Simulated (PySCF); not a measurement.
Te(Et)(SH) (C₂H₆STe), SMILES CC[Te]S. Geometry optimised at PBE-D3(BJ)/def2-SVP. This is a generated structure with no PubChem entry under its InChIKey; it may be hypothetical. The def2 effective core potentials stand for the cores of Te; spin–orbit coupling is left out. Other conformers were not sampled.

Question: Give the equilibrium geometry at PBE-D3(BJ)/def2-SVP (PySCF confirms it by a frequency run) as Cartesian coordinates in Å. (An estimate is asked for; the answer gives what the named calculation found.)

Answer: One answer among several that fit: 
```xyz
10

Te     0.0587    -0.0859     0.7235
C      0.8168    -1.3978    -0.8750
C      1.4892    -0.6479    -2.0115
H     -0.0485    -1.9995    -1.2145
H      1.5111    -2.0750    -0.3333
H      2.3854    -0.0951    -1.6659
H      0.7914     0.0853    -2.4656
H      1.8042    -1.3537    -2.8102
S     -1.3058     1.3494    -0.6964
H     -2.4416     0.5903    -0.6710
```
Charge 0, spin multiplicity 1.
